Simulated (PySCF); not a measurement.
Run record for `CS(=O)(=O)CS(=O)(=O)O`: PBE0/def2-SVPD, full TDDFT, 12 singlets.

Method: TDDFT PBE0/def2-SVPD, vertical, gas phase, core orbitals frozen in the response (PySCF 2.14.0, density-fitted response routines). Geometry: GFN2-xTB. A driver script takes a list of jobs; this job's settings line and coordinates (Å) are shown.

Command:
```bash
OMP_NUM_THREADS=1 python probes_run.py task.json out
```

Input:
```
{"job": {"kind": "uv", "xc": "PBE0", "basis": "def2-SVPD", "nstates": 12, "ntriplets": 0, "tda": false}, "charge": 0, "multiplicity": 1}
C     -1.567473     0.167513    -1.197984
S     -1.010199     0.311762     0.503472
O     -2.099462    -0.008448     1.379531
O     -0.384345     1.598004     0.704250
C      0.283653    -0.940482     0.731374
S      1.758806    -0.226441    -0.033015
O      1.336692     0.255009    -1.311929
O      2.826902    -1.161827     0.017471
O      2.086524     0.958605     0.931126
H     -2.079129    -0.779788    -1.306449
H     -2.248956     0.989690    -1.381959
H     -0.690955     0.241102    -1.830356
H      0.014631    -1.861163     0.230308
H      0.454360    -1.102120     1.789050
H      1.314537     1.566574     0.925850
```

**Question.** What does the run print?

**Answer.** 
```
coarse grid: 14576 points
cycle   1  E = -1250.2739377726  dE =  2.974e+00  |g| = 1.559e+00  |ddm| = 5.673e+00
cycle   2  E = -1248.9180473242  dE =  1.356e+00  |g| = 3.116e+00  |ddm| = 5.368e+00
cycle   3  E = -1250.7153566069  dE = -1.797e+00  |g| = 2.765e-01  |ddm| = 3.966e+00
cycle   4  E = -1250.7297534804  dE = -1.440e-02  |g| = 1.271e-01  |ddm| = 4.986e-01
cycle   5  E = -1250.7326208459  dE = -2.867e-03  |g| = 4.528e-02  |ddm| = 1.525e-01
cycle   6  E = -1250.7330303821  dE = -4.095e-04  |g| = 9.944e-03  |ddm| = 5.480e-02
cycle   7  E = -1250.7330485262  dE = -1.814e-05  |g| = 3.205e-03  |ddm| = 1.309e-02
cycle   8  E = -1250.7330503629  dE = -1.837e-06  |g| = 9.070e-04  |ddm| = 3.935e-03
final grid: 134184 points
cycle   9  E = -1250.8930937771  dE = -3.836e-05  |g| = 1.291e-02  |ddm| = 1.004e-01
cycle  10  E = -1250.8930466242  dE =  4.715e-05  |g| = 1.979e-02  |ddm| = 3.605e-02
cycle  11  E = -1250.8931280380  dE = -8.141e-05  |g| = 2.734e-03  |ddm| = 2.288e-02
cycle  12  E = -1250.8931295317  dE = -1.494e-06  |g| = 3.375e-04  |ddm| = 3.859e-03
cycle  13  E = -1250.8931295492  dE = -1.746e-08  |g| = 1.976e-04  |ddm| = 6.233e-04
cycle  14  E = -1250.8931295565  dE = -7.330e-09  |g| = 5.374e-05  |ddm| = 2.340e-04
cycle  15  E = -1250.8931295570  dE = -5.093e-10  |g| = 2.031e-05  |ddm| = 7.565e-05
converged SCF energy = -1250.8931295570

Static polarisability (au): isotropic 78.738, principal 70.927 74.218 91.069

Singlet excitations
state   eV       nm        f      main configurations
  1   7.6779    161.5   0.01023   H->L 0.83, H->L+1 0.10
  2   8.0319    154.4   0.00622   H->L+1 0.32, H-2->L 0.29, H-1->L 0.23
  3   8.0619    153.8   0.03404   H->L+1 0.55, H-2->L 0.18, H->L 0.11
  4   8.1450    152.2   0.00216   H-1->L 0.46, H-2->L 0.34
  5   8.2707    149.9   0.05119   H->L+2 0.75
  6   8.3859    147.8   0.02500   H-1->L+1 0.79, H-1->L 0.13
  7   8.4708    146.4   0.02907   H-3->L 0.60, H-3->L+1 0.15, H-4->L 0.08
  8   8.5202    145.5   0.00952   H-2->L+1 0.76, H-2->L 0.16
  9   8.6256    143.7   0.00427   H-1->L+2 0.72
 10   8.6806    142.8   0.00623   H-4->L 0.36, H-3->L 0.11, H-2->L+2 0.10
 11   8.7446    141.8   0.02014   H-2->L+2 0.50, H-1->L+2 0.10
 12   8.7590    141.6   0.03360   H->L+4 0.30, H-4->L 0.18, H->L+5 0.18
```

The SCF starts on a coarse grid where the log names one; the energy can jump when the final grid takes over, and dE then counts from the start density on the new grid. H and L stand for HOMO and LUMO; the number after each pair is its weight.

**Question.** Give the mean polarisability as a volume in Å³, and the ratio of the largest to the smallest principal value.

**Answer.** 78.738 au × 0.148185 = 11.67 Å³; 91.069/70.927 = 1.28.

**Question.** Give S1 in cm⁻¹ and kJ/mol.

**Answer.** 7.6779 eV × 8065.54 = 61926 cm⁻¹; × 96.485 = 740.8 kJ/mol.

In short: SCF converged in 15 cycles with 257 basis and 957 fitting functions; HOMO -9.21 eV, LUMO -0.22 eV; lowest singlet 7.68 eV; mean polarisability 78.7 au.

**Question.** Estimate the wall time. Hardware: one thread of an Arm Neoverse V1 (shared host). And the peak memory of the process?

**Answer.** About 98 s, with 1.1 GiB resident at the peak, the Python interpreter and its libraries included.

Shape of the structure used: `[CH3:1][S:2](=[O:3])(=[O:4])[CH2:5][S:6](=[O:7])(=[O:8])[OH:9]`: C1–S2–C5–S6 78°, S2–C5–S6–O7 -48°, H–O9–S6–C5 -61°.

One conformer stands for the species.
